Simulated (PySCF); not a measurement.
## Spin states of HBr

Unrestricted PBE0; H cc-pVTZ, Br cc-pVTZ-PP with ECP10; scalar-relativistic core potentials (PySCF 2.14). Outer shells of the fragments: H 1s1; Br 3d10 4s2 4p5.

Followed along the bond (rough minima from three points):

| 2Ms+1 | unpaired | ⟨S²⟩ at the start | R at minimum (Å) | Te (eV) |
| --- | --- | --- | --- | --- |
| 1 | none | 0.00 | 1.42 | 0.00 |
| 3 | σ ↑, π ↑ | 2.00 | none in the scan | ≤ 5.43 |

Solutions found at the starting distance of 1.435 Å, counted from the lowest of them; the search is not exhaustive and high or unbound solutions are not listed, so other states can lie among these:

```json
{"2Ms+1": "1", "unpaired": "none", "term": "¹Σ⁺", "E (eV)": "0.00", "⟨S²⟩": "0.00", "⟨Lz²⟩": "0.00", "μ (D)": "-0.90"}
{"2Ms+1": "3", "unpaired": "σ ↑, π ↑", "term": "³Π", "E (eV)": "6.11", "⟨S²⟩": "2.00", "⟨Lz²⟩": "1.01", "μ (D)": "1.62"}
{"2Ms+1": "3", "unpaired": "σ ↑↑", "term": "³Σ⁺", "E (eV)": "8.67", "⟨S²⟩": "2.00", "⟨Lz²⟩": "0.00", "μ (D)": "0.71"}
```

A term symbol is given only where ⟨S²⟩ and ⟨Lz²⟩ are close to those of a pure state; real π, δ and φ orbitals otherwise mix terms. A positive dipole means H(−)Br(+).

The measured ground state is X ¹Σ+ (Huber and Herzberg, Constants of Diatomic Molecules (1979)).

Counting both spins, an empty level lies below a filled one in some of these solutions, because spin and occupation are held.
